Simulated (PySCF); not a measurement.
## Ionisation energy of Yb by level of theory

Yb [Xe] 4f14 6s2 (1S) → Yb⁺ [Xe] 4f14 6s1 (2S), as a difference of total energies. Computed with PySCF 2.14 in x2c-TZVPPall (11s7p7d4f2g, 113 functions), with scalar relativity by spin-free X2C-1e. Correlated levels: valence: [Kr] 4d10 frozen; valence and next inner shell: [Ar] 3d10 frozen. The calculations carry no spin-orbit coupling.

Question: Order these methods by the ionisation energy they give, lowest first.
A. PBE0
B. SCS-MP2 (valence and next inner shell)
C. PBE
D. UHF

Answer: D (5.127 eV), A (6.086 eV), B (6.135 eV), C (6.223 eV).

Errors of the correlated levels include the incompleteness of this basis and the frozen core.

For comparison: 6.254 eV (measured; NIST Atomic Spectra Database, ionization energies).
